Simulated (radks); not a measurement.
Results of a calculation; reference values are marked as such.
Initial-state core-level shifts of the nickel ion Ni3+ when its valence configuration changes from [Ar] 3d7. Level of theory: scalar-relativistic Kohn-Sham, PBE, spin-polarised, spherical densities, finite nucleus; open shells are filled with parallel spins first; Fermi nuclear charge, rms radius 3.7757 fm (a radial shooting solver on a logarithmic mesh with Libxc functionals). Shifts are changes of the shell-averaged eigenvalues in eV (positive: less bound); the change of the density at the nucleus, which sets a Mossbauer isomer shift, is in e/bohr^3, on a base of 1.978e+04.

3d5 4p2: 1s -21.843; 2s -24.237; 2p -24.039; 3s -19.764; density at nucleus +7.947
3d4 4s1 4p2: 1s -33.558; 2s -37.498; 2p -37.195; 3s -29.678; density at nucleus +34.059
3d6 4p1: 1s -10.538; 2s -11.642; 2p -11.546; 3s -9.743; density at nucleus +3.571
3d3 4s1 4p3: 1s -47.235; 2s -52.869; 2p -52.451; 3s -41.014; density at nucleus +42.297
3d2 4s1 4p4: 1s -62.201; 2s -69.618; 2p -69.097; 3s -52.997; density at nucleus +51.439
3d6.5 4p0.5: 1s -5.166; 2s -5.692; 2p -5.645; 3s -4.824; density at nucleus +1.680
3d2 4s2 4p3: 1s -61.205; 2s -68.582; 2p -68.078; 3s -51.986; density at nucleus +75.216
3d6 4s1: 1s -9.259; 2s -10.392; 2p -10.303; 3s -8.450; density at nucleus +20.466
3d6.5 4s0.5: 1s -4.508; 2s -5.054; 2p -5.009; 3s -4.160; density at nucleus +9.697
